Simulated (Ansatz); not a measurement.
Reaction (substitution at a C–S bond): `C=C(N)S[SiH3]` + HBr → `C=C(N)Br` + `[SiH3]S`

Program: Ansatz. Geometries: PBE0-D4/def2-TZVP. ΔE: electronic, gas phase. CCSD(T)/CBS is the MP2 limit (def2-TZVPP, def2-QZVPP) plus CCSD(T) − MP2 in def2-TZVPP, frozen cores. Functionals use def2-TZVPP. For Br outer-core shells are correlated without core-valence functions, which leaves a few kJ/mol of doubt a bond. Scalar relativity is left out up to krypton. One conformer a species, not always the lowest.

`C=C(N)S[SiH3]`:

Z-matrix (Å, degrees):
```
Si
S 1 2.145
H 1 1.483 2 110.7
H 1 1.485 2 113.1 3 -123.9
H 1 1.485 2 103.7 3 118.6
C 2 1.773 1 99.1 3 50.1
N 6 1.388 2 114.1 1 45.0
C 6 1.333 2 120.4 1 -133.0
H 7 1.009 6 114.4 2 44.0
H 7 1.010 6 114.2 2 175.4
H 8 1.080 6 120.9 2 6.6
H 8 1.084 6 120.7 2 -174.2
```

HBr:

```xyz
2

Br   -0.416   -0.300    0.491
H     0.416    0.300   -0.491
```

`C=C(N)Br`:

```xyz
8

C    -0.518   -0.067   -1.103
C    -0.274   -0.019    0.203
N     0.937   -0.161    0.839
Br   -1.706    0.165    1.434
H    -1.524   -0.042   -1.490
H     0.306   -0.150   -1.803
H     1.042    0.362    1.693
H     1.736   -0.088    0.227
```

`[SiH3]S`:

```xyz
6

Si   -0.468    0.111    0.218
S     1.627   -0.313    0.168
H    -0.792    1.354   -0.526
H    -0.786    0.284    1.655
H    -1.265   -1.007   -0.346
H     1.685   -0.429   -1.169
```

| level | ΔE (kJ/mol) | difference from CCSD(T)/CBS |
| --- | --- | --- |
| revPBE-D4 | 21.3 | 4.2 |
| r2SCAN-D4 | 15.8 | -1.3 |
| PBE0-D4 | 17.9 | 0.8 |
| r2SCANh-D4 | 16.2 | -0.9 |
| CAM-B3LYP-D4 | 16.6 | -0.5 |
| ωB97M-V | 16.6 | -0.5 |
| revPBE | 7.6 | -9.5 |
| BLYP | 6.0 | -11.1 |
| BHLYP | 10.6 | -6.5 |
| LC-ωPBE | 14.1 | -3.0 |
| RPA@PBE/def2-TZVPP | 12.7 | -4.4 |
| HF/def2-SVP | 15.4 | -1.7 |
| MP2/def2-SVP | 27.9 | 10.8 |
| CCSD/def2-SVP | 26.6 | 9.5 |
| CCSD(T)/def2-SVP | 28.2 | 11.1 |
| HF/def2-QZVPP | 8.3 | -8.8 |
| CCSD(T)/CBS | 17.1 | 0 |

Largest T1 diagnostic among the species: 0.012.

At CCSD(T), def2-SVP lies +11.1 kJ/mol from the extrapolated value and def2-TZVPP −1.7 kJ/mol. From BLYP to BHLYP (50 % exact exchange), in def2-TZVPP and without D4, ΔE moves by +4.6 kJ/mol. In def2-TZVPP, CCSD(T) changes the Hartree–Fock value by +7.0 kJ/mol (the triples alone add +1.9 kJ/mol) and MP2 by +7.7 kJ/mol.
